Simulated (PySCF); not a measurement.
# Vibration and rotation of SiSe

RHF-CCSD(T) constants of SiSe, ¹Σ⁺ (singlet), closed shell (basis Si cc-pV(D+d)Z, Se cc-pVDZ-PP with ECP10; scalar-relativistic core potentials; PySCF 2.14; masses 27.9769 and 79.9165 u):

* ωe: 570.9 cm⁻¹
* ωexe: 1.71 cm⁻¹
* Be: 0.18641 cm⁻¹
* αe: 0.000756 cm⁻¹
* De to Si + Se: 5.03 eV

What force constant and bond length do these constants imply?

Reduced mass μred = 20.722 u; k = 5.8918×10⁻⁷·μred·ωe² (u, cm⁻¹, mdyn/Å) = 3.98 mdyn/Å; Re = √(16.8576/(μred·Be)) (u, cm⁻¹, Å) = 2.089 Å.

Estimate the centrifugal constant D from the Kratzer relation and find the Dunham coefficient a1.

D = 4Be³/ωe² = 7.95e-08 cm⁻¹; a1 = −1 − αeωe/(6Be²) = -3.07.

Correlated steps freeze 9 core orbitals. Correlated levels converge slowly with the basis: in double zeta they bind strong bonds too weakly, by up to about 1 eV, and carry superposition errors of some tenths. Where the molecule has an RHF reference, its open-shell atoms are computed with UHF.
